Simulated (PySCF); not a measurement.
A structure optimised at PBE-D3(BJ)/def2-SVP, used in a PySCF frequency run:

```xyz
9

F     -1.5317     2.2300     0.6823
C     -1.1597     1.1452    -0.0613
C     -1.7763    -0.1921     0.2483
C     -0.3324     0.0904     0.6035
Br     1.1117    -0.7677    -0.3410
H     -0.9465     1.4043    -1.1132
H     -2.4805    -0.2491     1.0937
H     -1.9979    -0.8624    -0.5964
H     -0.0904     0.2437     1.6662
```
Charge 0, spin multiplicity 1.

Problem. Write its SMILES and formula.

Solution. F[C@@H]1C[C@H]1Br, C₃H₄BrF

Problem. What are its rotational constants (standard atomic weights)?

Solution. 10.102, 1.4085, 1.3085 GHz
